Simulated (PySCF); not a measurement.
Job file and geometry (Å, from PBE0-D3(BJ)/def2-SVP) of a spin–spin coupling run on `InChI=1S/C3H11Ge2N/c4-6-5-3-1-2-3/h3,6H,1-2,5H2,4H3`, B3LYP/pcJ-1 Ge:pcSseg-1 indirect spin-spin coupling, non-relativistic, gas phase in PySCF 2.14.0, density-fitted response routines; density fitting, a coarse starting grid and PySCF grid level 2 are the driver's defaults:

```
{"job": {"kind": "j", "xc": "B3LYP", "basis": "pcJ-1"}, "charge": 0, "multiplicity": 1}
Ge    -3.162461    -0.561564     0.063867
N     -1.644091     0.027603     0.900686
Ge    -0.260767     0.974159     0.151477
C      1.206517    -0.150252    -0.435978
C      2.248508    -0.596813     0.557226
C      2.604503     0.410962    -0.486435
H     -4.270414    -0.731343     1.122508
H     -2.972821    -1.915628    -0.663782
H     -3.550917     0.507332    -0.972217
H     -1.424292    -0.441828     1.774273
H      0.317334     1.938028     1.215463
H     -0.881693     1.754724    -1.023327
H      0.949558    -0.873474    -1.217698
H      2.648687    -1.609888     0.459849
H      2.163981    -0.254196     1.594205
H      2.763011     1.447085    -0.169013
H      3.251368     0.099152    -1.311083
```

**Question.** What does the program print?

**Answer.** 
```
coarse grid: 62688 points
cycle   1  E = -4329.1946147972  dE = -8.811e-01  |g| = 1.390e+00  |ddm| = 3.551e+00
cycle   2  E = -4329.0084039031  dE =  1.862e-01  |g| = 1.642e+00  |ddm| = 1.604e+00
cycle   3  E = -4329.3352929494  dE = -3.269e-01  |g| = 3.124e-01  |ddm| = 1.207e+00
cycle   4  E = -4329.3540673941  dE = -1.877e-02  |g| = 1.068e-01  |ddm| = 2.942e-01
cycle   5  E = -4329.3559245669  dE = -1.857e-03  |g| = 1.977e-02  |ddm| = 9.414e-02
cycle   6  E = -4329.3560146313  dE = -9.006e-05  |g| = 5.764e-03  |ddm| = 2.224e-02
cycle   7  E = -4329.3560216094  dE = -6.978e-06  |g| = 1.135e-03  |ddm| = 5.598e-03
final grid: 129784 points
cycle   8  E = -4329.3559122037  dE =  3.638e-08  |g| = 1.454e-03  |ddm| = 3.586e-03
cycle   9  E = -4329.3559116861  dE =  5.176e-07  |g| = 2.133e-03  |ddm| = 3.206e-03
cycle  10  E = -4329.3559127083  dE = -1.022e-06  |g| = 1.892e-04  |ddm| = 1.817e-03
cycle  11  E = -4329.3559127165  dE = -8.196e-09  |g| = 6.127e-05  |ddm| = 2.262e-04
cycle  12  E = -4329.3559127172  dE = -7.140e-10  |g| = 9.398e-06  |ddm| = 4.832e-05
converged SCF energy = -4329.3559127172

Indirect spin-spin couplings (Hz)
  i      j    bonds     total        FC       PSO       DSO        SD
  1 N    3 C    2     -1.005    -0.956     0.055     0.016    -0.120
  1 N    4 C    3      0.021     0.013     0.001     0.003     0.003
  1 N    5 C    3     -0.848    -0.950     0.055     0.039     0.008
  1 N    6 H    2     -6.774    -6.932    -0.045     0.181     0.022
  1 N    7 H    2     -3.152    -3.340    -0.075     0.237     0.026
  1 N    8 H    2     -8.233    -8.369    -0.026     0.149     0.013
  1 N    9 H    1    -77.817   -73.494    -3.008    -0.767    -0.547
  1 N   10 H    2     -7.628    -7.804    -0.008     0.163     0.021
  1 N   11 H    2     -9.423    -9.577     0.024     0.116     0.015
  1 N   12 H    3      0.202     0.222     0.007    -0.003    -0.025
  1 N   15 H    4      0.152     0.019    -0.038     0.160     0.011
  1 N   16 H    4     -0.530    -0.577    -0.070     0.133    -0.016
  3 C    4 C    1     11.967    12.617    -0.924     0.274         -
  3 C    5 C    1     11.415    12.082    -0.939     0.272         -
  3 C    6 H    4      0.791     1.095     0.111    -0.416         -
  3 C    7 H    4     -0.471    -0.486    -0.066     0.081         -
  3 C    8 H    4     -0.217    -0.034     0.016    -0.199         -
  3 C    9 H    3     -1.303    -1.251     0.002    -0.053         -
  3 C   10 H    2     15.971    16.400    -0.040    -0.388         -
  3 C   11 H    2     15.901    16.470    -0.084    -0.484         -
  3 C   12 H    1    164.649   162.407     0.820     1.422         -
  3 C   13 H    2     -2.084    -2.404     0.411    -0.090         -
  3 C   14 H    2     -0.229    -0.631     0.431    -0.029         -
  3 C   15 H    2     -0.437    -0.846     0.448    -0.039         -
  3 C   16 H    2     -2.060    -2.373     0.410    -0.097         -
  4 C    5 C    1     17.038    17.881    -1.046     0.204         -
  4 C    6 H    5     -0.203    -0.042     0.094    -0.255         -
  4 C   10 H    3      1.442     1.330     0.024     0.088         -
  4 C   11 H    3      6.151     6.588     0.226    -0.664         -
  4 C   12 H    2     -2.014    -2.288     0.395    -0.121         -
  4 C   13 H    1    170.535   168.914     0.740     0.880         -
  4 C   14 H    1    168.229   166.521     0.748     0.960         -
  4 C   15 H    2     -1.951    -2.137     0.415    -0.230         -
  4 C   16 H    2     -1.583    -1.720     0.423    -0.287         -
  5 C    7 H    5     -0.154    -0.101     0.085    -0.139         -
  5 C    9 H    4     -0.284    -0.175     0.145    -0.253         -
  5 C   10 H    3      0.702     0.577     0.024     0.102         -
  5 C   11 H    3     -0.691    -0.502     0.070    -0.259         -
  5 C   12 H    2     -2.050    -2.315     0.397    -0.132         -
  5 C   13 H    2     -1.585    -1.720     0.422    -0.286         -
  5 C   14 H    2     -1.965    -2.161     0.421    -0.225         -
  5 C   15 H    1    168.968   167.280     0.745     0.942         -
  5 C   16 H    1    170.752   169.133     0.750     0.869         -
  6 H    7 H    2     25.506    28.412     1.058    -3.964         -
  6 H    8 H    2     10.770    14.026     1.147    -4.404         -
  6 H    9 H    3      0.721     0.711     0.103    -0.092         -
  6 H   10 H    4      0.247     1.222     0.554    -1.529         -
  6 H   11 H    4     -1.351     0.057     0.632    -2.040         -
  6 H   12 H    5     -1.159    -0.063     0.448    -1.544         -
  6 H   13 H    6     -0.458     0.022     0.385    -0.865         -
  6 H   14 H    6     -0.386     0.106     0.280    -0.773         -
  6 H   15 H    6     -0.562     0.113     0.483    -1.158         -
  6 H   16 H    6     -0.336     0.233     0.544    -1.114         -
  7 H    8 H    2     21.280    24.190     1.034    -3.944         -
  7 H    9 H    3     -2.860    -2.007     0.793    -1.646         -
  7 H   10 H    4      0.290     1.924     0.811    -2.445         -
  7 H   11 H    4     -0.715    -0.076     0.264    -0.903         -
  7 H   12 H    5      0.532     0.033    -0.615     1.114         -
  7 H   14 H    6     -0.199    -0.003     0.259    -0.454         -
  7 H   15 H    6     -0.359    -0.002     0.480    -0.836         -
  8 H    9 H    3      9.398    11.444     2.098    -4.144         -
  8 H   10 H    4     -1.024     0.112     0.500    -1.635         -
  8 H   11 H    4      1.637    -0.258    -0.955     2.850         -
  8 H   12 H    5     -0.243     0.001    -0.047    -0.197         -
  8 H   13 H    6     -0.451     0.007     0.482    -0.941         -
  8 H   14 H    6     -0.658     0.002     0.465    -1.124         -
  8 H   15 H    6     -0.414    -0.004     0.329    -0.738         -
  8 H   16 H    6     -0.239    -0.004     0.382    -0.617         -
  9 H   10 H    3     -0.187    -0.048     0.135    -0.274         -
  9 H   11 H    3      9.863    11.865     2.087    -4.088         -
  9 H   13 H    5      0.168    -0.011     0.058     0.120         -
  9 H   14 H    5      0.371    -0.041    -0.879     1.291         -
  9 H   15 H    5     -0.489    -0.028     0.527    -0.988         -
  9 H   16 H    5     -0.321    -0.077     0.868    -1.113         -
 10 H   11 H    2     15.355    18.544     0.921    -4.110         -
 10 H   12 H    3      6.824     8.727     1.613    -3.516         -
 10 H   13 H    4     -0.298    -0.174     1.113    -1.237         -
 10 H   14 H    4      0.897    -0.002    -1.055     1.953         -
 10 H   15 H    4      0.852    -0.100    -1.090     2.042         -
 10 H   16 H    4     -0.166    -0.068     1.100    -1.198         -
 11 H   12 H    3     -1.092    -0.679     0.160    -0.572         -
 11 H   13 H    4      1.607     2.539     1.134    -2.066         -
 11 H   14 H    4     -1.186     0.677     0.932    -2.795         -
 11 H   15 H    4      0.279     0.779     0.048    -0.548         -
 11 H   16 H    4     -0.339    -0.077     0.600    -0.862         -
 12 H   13 H    3     10.969    10.581     0.122     0.266         -
 12 H   14 H    3      7.641     7.301     2.601    -2.262         -
 12 H   15 H    3      7.677     7.352     2.620    -2.295         -
 12 H   16 H    3     11.092    10.719     0.141     0.233         -
 13 H   14 H    2     -4.540    -5.042     3.006    -2.504         -
 13 H   15 H    3      5.926     5.757     2.662    -2.494         -
 13 H   16 H    3      9.670     9.568     0.354    -0.253         -
 14 H   15 H    3      9.887     9.560     0.215     0.111         -
 14 H   16 H    3      5.866     5.695     2.657    -2.486         -
 15 H   16 H    2     -4.767    -5.248     3.040    -2.559         -
```

Size and cost of the density-fitted run: 300 basis functions, 2.4 min wall time on 1 thread of an Arm Neoverse V2, shared host.
